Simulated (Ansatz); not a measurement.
Input file for Ansatz (a quantum-chemistry and plane-wave program): R-CCSD(T)/cc-pVTZ on CH4GeO (SMILES [CH3][Ge][OH]). The run froze 16 orbitals, filled d shells among them.

Ansatz 0.2 input:
```yaml
crystal:
  periodic: [false, false, false]
  atoms:
    - {symbol: C, position_ang: [-0.87524900, 0.07648120, 0.24685926]}
    - {symbol: Ge, position_ang: [0.46007352, -1.33157614, -0.31698688]}
    - {symbol: O, position_ang: [1.95606344, -0.35318306, -0.06629152]}
    - {symbol: H, position_ang: [-1.90398985, -0.28108202, 0.18402486]}
    - {symbol: H, position_ang: [-0.77380447, 0.95951167, -0.39239292]}
    - {symbol: H, position_ang: [-0.67569918, 0.38385369, 1.27854395]}
    - {symbol: H, position_ang: [1.81260554, 0.54599466, 0.25287724]}
basis:
  gaussian:
    orbitals: cc-pVTZ
magnetization: {spin_polarized: false}
correlation: {method: ccsd_t, electrons: outside_noble_gas}
scf: {lower_state_search: off}
```

Output:

```
WARN ansatz: RAYON_NUM_THREADS=1 ignored (pool sized by the plan → 1); use --threads N
Functional definition: HF
these checks for a lower state are left out or cut short: stability, starts, cluster_reference, orbital_swaps, neighbouring_geometries, increment
integrals: 0.42 GiB planned
940 factors; integrals over basis functions are off by at most 1.1e-3 eV
mean field: 0.44 GiB planned
mean field evaluation 1: about -59602.9176 eV, gradient 4.4e1 eV
mean field evaluation 2: about -59602.9847 eV, gradient 4.4e1 eV
mean field evaluation 4: about -59606.9646 eV, gradient 4.0e0 eV
mean field evaluation 8: about -59607.0333 eV, gradient 3.5e-1 eV
mean field -59607.03400986 eV, -2190.5180967637 hartree, gradient 1.3e-6 eV, S^2 0.000000; 0 other end points of the search recorded, 0 dependent functions left out
16 core orbitals not correlated
reference -59607.03400986 eV, -2190.5180967637 hartree; 9, 9 occupied and 134, 134 virtual orbitals, 940 factors
second order -14.25951901 eV of doubles, -0.00000000 eV of singles
coupled cluster: 0.94 GiB planned
cycle   1  -14.46590007 eV  change   -2.1e-1 eV  update   9.5e-2
cycle   2  -14.83598298 eV  change   -3.7e-1 eV  update   3.2e-2
cycle   3  -14.94806538 eV  change   -1.1e-1 eV  update   1.9e-2
cycle   4  -14.93706281 eV  change    1.1e-2 eV  update   5.3e-3
cycle   5  -14.93509313 eV  change    2.0e-3 eV  update   2.7e-3
cycle   6  -14.93585097 eV  change   -7.6e-4 eV  update   9.4e-4
cycle   7  -14.93539642 eV  change    4.5e-4 eV  update   4.0e-4
cycle   8  -14.93540687 eV  change   -1.0e-5 eV  update   1.2e-4
cycle   9  -14.93547032 eV  change   -6.3e-5 eV  update   4.1e-5
cycle  10  -14.93545927 eV  change    1.1e-5 eV  update   1.5e-5
perturbative correction -0.58276844 eV, -0.0214163453 hartree
Total energy: -59622.55223757 eV, -2191.0883811134 hartree
Checks for a lower state left out: stability, starts, cluster_reference, orbital_swaps, neighbouring_geometries, increment
```

The calculation finished and met its thresholds.

Cost: very roughly 30 core-seconds.
